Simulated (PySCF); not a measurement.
Spectra and structures to be paired. Computed with TDDFT CAM-B3LYP/def2-SVPD, vertical, gas phase, core orbitals frozen in the response in PySCF. Geometries: GFN2-xTB; one conformer of each isolated species. Triplets are in the Tamm–Dancoff approximation.

A. `O=CO[C@@H]1C=C(F)C1`
B. `c1cccpc1OC`
C. `C=Cc1occ(C)p1`
D. `C#CCP=C=COC`
E. `C[Si@](O)(S)C[SiH3]`

Lowest singlet levels (six at most, fewer where fewer were computed) with oscillator strengths:

1. 274 nm (f 0.041); 240 nm (f 0.034); 236 nm (f 0.012); 210 nm (f 0.397); 209 nm (f 0.001); 196 nm (f 0.334); T1 3.19 eV
2. 350 nm (f 0.001); 237 nm (f 0.022); 231 nm (f 0.004); 228 nm (f 0.032); 213 nm (f 0.278); 206 nm (f 0.785); T1 2.89 eV
3. 201 nm (f 0.026); 185 nm (f 0.067); 174 nm (f 0.017); 166 nm (f 0.060); 162 nm (f 0.004); 160 nm (f 0.015); T1 5.79 eV
4. 302 nm (f 0.286); 233 nm (f 0.014); 230 nm (f 0.011); 214 nm (f 0.004); 204 nm (f 0.121); 203 nm (f 0.009); T1 2.28 eV
5. 209 nm (f 0.003); 171 nm (f 0.236); 168 nm (f 0.011); 162 nm (f 0.025); 157 nm (f 0.000); 155 nm (f 0.013); T1 4.53 eV

Problem. Match each spectrum to its molecule.

Solution. 1 = B, 2 = D, 3 = E, 4 = C, 5 = A.
- A: S1 at 5.94 eV, HOMO-1→LUMO (56%), HOMO-1→LUMO+1 (20%), HOMO→LUMO (13%); Löwdin shares by element: HOMO carbon 58% or more, fluorine 10%, oxygen 6% or more (atoms not listed hold the other 26%); LUMO carbon 38% or more, oxygen 33% (atoms not listed hold the other 28%); HOMO -9.12 and LUMO 0.95 eV.
- B: S1 at 4.53 eV, HOMO→LUMO (73%), HOMO-1→LUMO+1 (11%); Löwdin shares by element: HOMO carbon 32% or more, phosphorus 24%, oxygen 18% (atoms not listed hold the other 26%); LUMO carbon 46% or more, phosphorus 30% (atoms not listed hold the other 24%); HOMO -7.76 and LUMO -0.27 eV; point group Cs.
- C: S1 at 4.11 eV, HOMO→LUMO (97%); Löwdin shares by element: HOMO carbon 52% or more, phosphorus 21% (atoms not listed hold the other 28%); LUMO carbon 48% or more, phosphorus 24% (atoms not listed hold the other 28%); HOMO -7.28 and LUMO -0.60 eV.
- D: S1 at 3.55 eV, HOMO→LUMO (95%); Löwdin shares by element: HOMO carbon 36% or more, phosphorus 20%, oxygen 17% (atoms not listed hold the other 27%); LUMO carbon 44% or more, phosphorus 41% (atoms not listed hold the other 15%); HOMO -7.76 and LUMO -0.54 eV.
- E: S1 at 6.18 eV, HOMO→LUMO (50%), HOMO→LUMO+5 (18%), HOMO→LUMO+1 (9%); Löwdin shares by element: HOMO sulfur 75%, hydrogen 6% or more, silicon 6% or more, carbon 5% or more; LUMO silicon 24%, sulfur 19%, oxygen 15% (atoms not listed hold the other 42%); HOMO -8.56 and LUMO 0.71 eV.
